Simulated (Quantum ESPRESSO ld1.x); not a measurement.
The numbers below are computed, except where a source is named.
Tl V, 77 electrons, occupied as [Xe] 4f14 5d9. Code: ld1.x of Quantum ESPRESSO 7.5. Model: Dirac Kohn-Sham, revPBE, spin-unpolarised, spherical densities, point nucleus; open shells fill j = l - 1/2 first. Some entries of the table are withheld. Estimate them.

| orbital | occ. | eigenvalue (eV) | <r> (bohr) |
|---|---|---|---|
| 1s1/2 | 2 | -85539.1 | 0.01631 |
| 2s1/2 | 2 | -15254.9 | 0.06805 |
| 2p1/2 | 2 | -14641.7 | 0.05589 |
| 2p3/2 | 4 | -12575.8 | 0.06469 |
| 3s1/2 | 2 | -3676.00 | 0.1770 |
| 3p1/2 | 2 | -3400.25 | (1) |
| 3p3/2 | 4 | -2940.93 | (2) |
| 3d3/2 | 4 | -2487.47 | 0.1595 |
| 3d5/2 | 6 | -2389.41 | 0.1644 |
| 4s1/2 | 2 | -856.356 | 0.3914 |
| 4p1/2 | 2 | -737.656 | 0.3931 |
| 4p3/2 | 4 | -625.991 | 0.4274 |
| 4d3/2 | 4 | -432.697 | 0.4333 |
| 4d5/2 | 6 | -411.865 | 0.4444 |
| 5s1/2 | 2 | -176.370 | 0.8758 |
| 4f5/2 | 6 | -162.369 | 0.4642 |
| 4f7/2 | 8 | -157.766 | 0.4706 |
| 5p1/2 | 2 | -136.457 | (3) |
| 5p3/2 | 4 | -116.017 | (4) |
| 5d3/2 | 4 | (5) | 1.275 |
| 5d5/2 | 5 | (6) | 1.314 |

Answer. 
(1) 3p1/2 <r> (bohr): 0.1674
(2) 3p3/2 <r> (bohr): 0.1835
(3) 5p1/2 <r> (bohr): 0.9373
(4) 5p3/2 <r> (bohr): 1.027
(5) 5d3/2 eigenvalue (eV): -60.7524
(6) 5d5/2 eigenvalue (eV): -58.2886
